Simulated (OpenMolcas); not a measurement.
## Au2+: input and output

Input:

```
&GATEWAY
Coord
1

Au 0.0 0.0 0.0
Basis=ANO-RCC-VDZP
Group=XYZ
NoMove
AngMom=0.0 0.0 0.0
AMFI
&SEWARD
* reference wave functions (RASSCF and RASSI steps not shown): 9 electrons in 6 orbitals (5d 6s)
>>> COPY JOB001 $Project.JobIph
&CASPT2
Multistate=30 1 2 3 4 5 6 7 8 9 10 11 12 13 14 15 16 17 18 19 20 21 22
23 24 25 26 27 28 29 30
Frozen=15 19
IPEA=0.25
Imaginary=0.1
MaxIter=60
WThr=0.0 0.3 0.05
PrWF=0.5
NoMix
>>> COPY JOB002 $Project.JobIph
&CASPT2
Multistate=10 1 2 3 4 5 6 7 8 9 10
Frozen=15 19
IPEA=0.25
Imaginary=0.1
MaxIter=60
WThr=0.0 0.3 0.05
PrWF=0.5
NoMix
```

Output, cut to the results:

```
--- CASPT2 ---
Orbital specifications:
      -----------------------

      Symmetry species                           1   2
                                                ag  au
      Frozen orbitals                           15  19
      Inactive orbitals                          0   0
      Active orbitals                            6   0
      Secondary orbitals                         6  13
      Deleted orbitals                           0   0
      Number of basis functions                 27  32
Type of calculation                        MS-CASPT2
      Fock operator                              state-specific
      IPEA shift                                 0.25
      Real shift                                 0.00
      Imaginary shift                            0.10
      The input orbitals will be transformed to quasi-canonical
Reference energy:      -18992.6234632659
      E2 (Non-variational):      -0.1969049232
      Shift correction:          -0.0001878534
      E2 (Variational):          -0.1970927766
      Total energy:          -18992.8205560425
      Residual norm:              0.0000001736
      Reference weight:           0.94711
      Contributions to the CASPT2 correlation energy
      Active & Virtual Only:         -0.1969049232
      One Inactive Excited:           0.0000000000
      Two Inactive Excited:           0.0000000000
Reference energy:      -18992.6234632659
      E2 (Non-variational):      -0.1969019041
      Shift correction:          -0.0001878233
      E2 (Variational):          -0.1970897274
      Total energy:          -18992.8205529933
      Residual norm:              0.0000001736
      Reference weight:           0.94711
      Contributions to the CASPT2 correlation energy
      Active & Virtual Only:         -0.1969019041
      One Inactive Excited:           0.0000000000
      Two Inactive Excited:           0.0000000000
::    CASPT2 Root  1     Total energy: -18992.82055604
::    CASPT2 Root  2     Total energy: -18992.82055299
::    CASPT2 Root  3     Total energy: -18992.82058014
::    CASPT2 Root  4     Total energy: -18992.82056624
::    CASPT2 Root  5     Total energy: -18992.82057308
::    CASPT2 Root  6     Total energy: -18992.62325006
::    CASPT2 Root  7     Total energy: -18992.62235476
::    CASPT2 Root  8     Total energy: -18992.62256243
::    CASPT2 Root  9     Total energy: -18992.62360737
::    CASPT2 Root 10     Total energy: -18992.62340820
::    CASPT2 Root 11     Total energy: -18992.62328808
::    CASPT2 Root 12     Total energy: -18992.62290615
::    CASPT2 Root 13     Total energy: -18992.60010872
::    CASPT2 Root 14     Total energy: -18992.60010509
::    CASPT2 Root 15     Total energy: -18992.60009051
::    CASPT2 Root 16     Total energy: -18992.60005783
::    CASPT2 Root 17     Total energy: -18992.60007491
::    CASPT2 Root 18     Total energy: -18992.57088951
::    CASPT2 Root 19     Total energy: -18992.57062511
::    CASPT2 Root 20     Total energy: -18992.57169766
::    CASPT2 Root 21     Total energy: -18992.57167158
::    CASPT2 Root 22     Total energy: -18992.57158588
::    CASPT2 Root 23     Total energy: -18992.57172143
::    CASPT2 Root 24     Total energy: -18992.57128304
::    CASPT2 Root 25     Total energy: -18992.57088196
::    CASPT2 Root 26     Total energy: -18992.57106657
::    CASPT2 Root 27     Total energy: -18992.57483528
::    CASPT2 Root 28     Total energy: -18992.57483566
::    CASPT2 Root 29     Total energy: -18992.57483533
::    CASPT2 Root 30     Total energy: -18992.46348582
--- CASPT2 ---
Orbital specifications:
      -----------------------

      Symmetry species                           1   2
                                                ag  au
      Frozen orbitals                           15  19
      Inactive orbitals                          0   0
      Active orbitals                            6   0
      Secondary orbitals                         6  13
      Deleted orbitals                           0   0
      Number of basis functions                 27  32
Type of calculation                        MS-CASPT2
      Fock operator                              state-specific
      IPEA shift                                 0.25
      Real shift                                 0.00
      Imaginary shift                            0.10
      The input orbitals will be transformed to quasi-canonical
Reference energy:      -18992.4895730676
      E2 (Non-variational):      -0.1756919917
      Shift correction:          -0.0001581115
      E2 (Variational):          -0.1758501032
      Total energy:          -18992.6654231708
      Residual norm:              0.0000000185
      Reference weight:           0.95229
      Contributions to the CASPT2 correlation energy
      Active & Virtual Only:         -0.1756919917
      One Inactive Excited:           0.0000000000
      Two Inactive Excited:           0.0000000000
Reference energy:      -18992.4895730676
      E2 (Non-variational):      -0.1750141208
      Shift correction:          -0.0001556641
      E2 (Variational):          -0.1751697849
      Total energy:          -18992.6647428525
      Residual norm:              0.0000000649
      Reference weight:           0.95268
      Contributions to the CASPT2 correlation energy
      Active & Virtual Only:         -0.1750141208
      One Inactive Excited:           0.0000000000
      Two Inactive Excited:           0.0000000000
::    CASPT2 Root  1     Total energy: -18992.66542317
::    CASPT2 Root  2     Total energy: -18992.66474285
::    CASPT2 Root  3     Total energy: -18992.66620607
::    CASPT2 Root  4     Total energy: -18992.66600583
::    CASPT2 Root  5     Total energy: -18992.66558318
::    CASPT2 Root  6     Total energy: -18992.66563194
::    CASPT2 Root  7     Total energy: -18992.66581755
::    CASPT2 Root  8     Total energy: -18992.60964405
::    CASPT2 Root  9     Total energy: -18992.60964402
...
```

Levels above the lowest, from the spin-orbit matrix with the single-state CASPT2 energies, averaged by term, on its diagonal:

```
Configuration  Term    J  E (cm⁻¹)  Measured (cm⁻¹)      g  Term weight %  Second
          5d⁹    ²D  5/2       0.0              0.0  1.201            100        
          5d⁹    ²D  3/2     13830            12694  0.800            100        
       5d⁸ 6s    ⁴F  9/2     30070            29754  1.327             97    3 ²G
       5d⁸ 6s    ⁴F  7/2     35200            35077  1.191             61   35 ²F
       5d⁸ 6s    ²D  5/2     40330                   1.280             38   33 ⁴P
       5d⁸ 6s    ²D  3/2     41530                   0.762             45   37 ⁴F
       5d⁸ 6s    ⁴F  5/2     45440            44426  1.112             61   19 ⁴P
       5d⁸ 6s    ²F  7/2     46370            45740  1.175             60   38 ⁴F
       5d⁸ 6s    ⁴P  3/2     52240                   1.210             50   34 ⁴F
       5d⁸ 6s    ⁴P  1/2     52320            49439  2.534             84   13 ²S
       5d⁸ 6s    ²F  5/2     53770                   1.190             47   38 ⁴P
       5d⁸ 6s    ⁴P  3/2     56930                   1.361             44   38 ²P
       5d⁸ 6s    ²P  1/2     61270            58327  0.839             90    6 ⁴P
       5d⁸ 6s    ²G  9/2     61360            57819  1.119             97    3 ⁴F
       5d⁸ 6s    ²G  7/2     61740            58585  0.905             94    6 ²F
       5d⁸ 6s    ²D  3/2     66000                   0.933             48   36 ²P
       5d⁸ 6s    ²D  5/2     66160                   1.106             45   34 ²F
```

Against the 9 measured excited levels shown (Iglesias, J. Res. Natl. Bur. Stand. 64A, 481 (1960)) the mean absolute deviation is 1700 cm-1; the largest miss in energy is 5d⁸ 6s ²G_9/2: computed 61360, measured 57819 cm⁻¹ (+6.1 %), and the largest in proportion 5d⁹ ²D_3/2 (+8.9 %).

Term energies are means over components that CASPT2 splits; among the terms shown or strongly mixed into the levels shown the widest spread is 320 cm-1 (5d⁸ 6s ⁴F). Terms from blocks run as CI alone lack orbitals of their own. A single d shell beside an s shell can misplace configurations of different d count against each other. Computed and measured levels are paired by configuration, term and J; levels that our copy of the source lacks, or whose pairing is in doubt (as where it misses far off the trend of its configuration), stay unpaired and out of the deviations. Levels of configurations outside the active space are missing. The first state left out of the spin-orbit step lies near 93000 cm-1 above the lowest spin-free state of the reference (among the parities and spins computed), and the list stops at four fifths of that energy or lower.

The term weight is that of the spin-free term in the level, not the purity of its configuration.
